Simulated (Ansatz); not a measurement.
AlH5O4, closed shell: a relaxation.

The input file, in.yaml:

```yaml
crystal:
  periodic: [false, false, false]
  atoms:
    - {symbol: Al, position_ang: [-0.508107, -0.065840, 0.400817]}
    - {symbol: H, position_ang: [-1.085061, 1.486096, 0.210977]}
    - {symbol: O, position_ang: [1.140276, -0.182058, 0.892614]}
    - {symbol: O, position_ang: [-1.749403, -1.146583, 0.747281]}
    - {symbol: H, position_ang: [-0.406996, 1.209050, -0.982589]}
    - {symbol: O, position_ang: [-0.112402, 0.467920, -1.378699]}
    - {symbol: O, position_ang: [1.271101, 0.461799, -1.764469]}
    - {symbol: H, position_ang: [1.453843, -0.435628, 1.756504]}
    - {symbol: H, position_ang: [-1.717588, -2.054417, 1.024753]}
    - {symbol: H, position_ang: [1.714337, 0.259561, -0.907188]}
basis:
  gaussian: {orbitals: def2-TZVP}
hamiltonian: {xc: pbe0, dispersion: d4}
relax: {f_tol: 0.005, max_steps: 200}
```

Command:

```bash
ansatz run in.yaml --threads 4 --pin off --events-out ev --progress --plain --max-ram 9574MiB
```

The run's output (Ansatz 0.2.0):

```
Functional definition: PBE0
  name "PBE0"
  cite "Adamo & Barone, J. Chem. Phys. 110, 6158 (1999) doi:10.1063/1.478522"
  cite "Perdew, Burke & Ernzerhof, Phys. Rev. Lett. 77, 3865 (1996) doi:10.1103/PhysRevLett.77.3865"
  parent pbe
  parameter a = 0.25
  parameter kappa = 0.804
  parameter beta = 0.06672455060314922
  exchange = (1 - a)*pbe_x(kappa = kappa, mu = beta*pi^2/3) + a*exact_x
  correlation = pbe_c(beta = beta)
1103 factors; their error is unknown
mean field evaluation 1: about -14847.5350 eV, gradient 8.4e1 eV
mean field evaluation 2: about -14829.0153 eV, gradient 1.3e2 eV
mean field evaluation 4: about -14858.4056 eV, gradient 5.8e0 eV
mean field evaluation 8: about -14858.4587 eV, gradient 1.4e-1 eV
mean field evaluation 16: about -14858.4842 eV, gradient 3.3e-4 eV
mean field -14858.48423250 eV, -546.0392241020 hartree, gradient 2.6e-5 eV, S^2 0.000000; 0 other end points of the search recorded, 0 dependent functions left out
the calculation of the forces begins
reference -14858.48426373 eV, -546.0392252495 hartree; 25, 25 occupied and 166, 166 virtual orbitals, 1103 factors
relax step   1: F+E_penalty+E_count = -14858.62201378 eV  Δ(F+E_penalty+E_count) = +0.000e0 eV  max|allowed force component| = 6.734e0 eV/Å  Δτ_max = 0.0000 Å  (30 SCF iters, accepted)
relax step   2: F+E_penalty+E_count = -14859.25519527 eV  Δ(F+E_penalty+E_count) = -6.332e-1 eV  max|allowed force component| = 1.095e0 eV/Å  Δτ_max = 0.1997 Å  (32 SCF iters, accepted)
relax step   3: F+E_penalty+E_count = -14859.37454237 eV  Δ(F+E_penalty+E_count) = -1.193e-1 eV  max|allowed force component| = 9.717e-1 eV/Å  Δτ_max = 0.2000 Å  (32 SCF iters, accepted)
relax step   4: F+E_penalty+E_count = -14859.51400469 eV  Δ(F+E_penalty+E_count) = -1.395e-1 eV  max|allowed force component| = 1.535e0 eV/Å  Δτ_max = 0.1842 Å  (32 SCF iters, accepted)
relax step   5: F+E_penalty+E_count = -14859.58672718 eV  Δ(F+E_penalty+E_count) = -7.272e-2 eV  max|allowed force component| = 1.224e0 eV/Å  Δτ_max = 0.1404 Å  (31 SCF iters, accepted)
relax step   6: F+E_penalty+E_count = -14859.62949582 eV  Δ(F+E_penalty+E_count) = -4.277e-2 eV  max|allowed force component| = 7.725e-1 eV/Å  Δτ_max = 0.1606 Å  (32 SCF iters, accepted)
relax step   7: F+E_penalty+E_count = -14859.60861788 eV  Δ(F+E_penalty+E_count) = +2.088e-2 eV  max|allowed force component| = 4.907e-1 eV/Å  Δτ_max = 0.1507 Å  (39 SCF iters, rejected (line search))
relax step   8: F+E_penalty+E_count = -14859.65198799 eV  Δ(F+E_penalty+E_count) = -2.249e-2 eV  max|allowed force component| = 2.306e-1 eV/Å  Δτ_max = 0.0753 Å  (33 SCF iters, accepted)
relax step   9: F+E_penalty+E_count = -14859.65618027 eV  Δ(F+E_penalty+E_count) = -4.192e-3 eV  max|allowed force component| = 3.708e-2 eV/Å  Δτ_max = 0.0454 Å  (32 SCF iters, accepted)
relax step  10: F+E_penalty+E_count = -14859.65651036 eV  Δ(F+E_penalty+E_count) = -3.301e-4 eV  max|allowed force component| = 2.938e-2 eV/Å  Δτ_max = 0.0180 Å  (34 SCF iters, accepted)
relax step  11: F+E_penalty+E_count = -14859.65663825 eV  Δ(F+E_penalty+E_count) = -1.279e-4 eV  max|allowed force component| = 9.935e-3 eV/Å  Δτ_max = 0.0132 Å  (33 SCF iters, accepted)
relax step  12: F+E_penalty+E_count = -14859.65666502 eV  Δ(F+E_penalty+E_count) = -2.677e-5 eV  max|allowed force component| = 6.466e-3 eV/Å  Δτ_max = 0.0054 Å  (34 SCF iters, accepted)
relax step  13: F+E_penalty+E_count = -14859.65667648 eV  Δ(F+E_penalty+E_count) = -1.146e-5 eV  max|allowed force component| = 5.782e-3 eV/Å  Δτ_max = 0.0033 Å  (33 SCF iters, accepted)
relax step  14: F+E_penalty+E_count = -14859.65667965 eV  Δ(F+E_penalty+E_count) = -3.171e-6 eV  max|allowed force component| = 2.785e-3 eV/Å  Δτ_max = 0.0010 Å  (34 SCF iters, accepted)
Total energy: -14859.65671184 eV, -546.0823119230 hartree
Atom 0 at    -0.630063     0.201636     0.585612 Å, force    -0.001840     0.001155    -0.001277 eV/Å
Atom 1 at    -1.328943     1.600560     0.811171 Å, force     0.000301    -0.000262     0.000024 eV/Å
Atom 2 at     1.080687     0.057763     0.913427 Å, force     0.000952    -0.000256    -0.000356 eV/Å
Atom 3 at    -1.614789    -1.172754     0.753419 Å, force     0.000818     0.000854    -0.000244 eV/Å
Atom 4 at    -0.169973     1.387135    -1.605973 Å, force    -0.000299    -0.000386     0.000527 eV/Å
Atom 5 at    -0.155700     0.453773    -1.349198 Å, force     0.002785    -0.000424     0.000840 eV/Å
Atom 6 at     1.182276     0.044809    -1.637868 Å, force    -0.002152    -0.000029    -0.002125 eV/Å
Atom 7 at     1.455303    -0.469776     1.615019 Å, force     0.000365    -0.000242     0.000825 eV/Å
Atom 8 at    -1.332829    -2.073186     0.611739 Å, force    -0.000199    -0.001102     0.000027 eV/Å
Atom 9 at     1.514031    -0.030059    -0.697347 Å, force    -0.000730     0.000690     0.001759 eV/Å
Dipole moment:     0.412708    -0.028021    -0.074036 e Å

[the SCF lines of later steps are left out]
```

Hardware: 4 CPU threads of an Arm Neoverse V1, shared host. Wall time about 39 s.
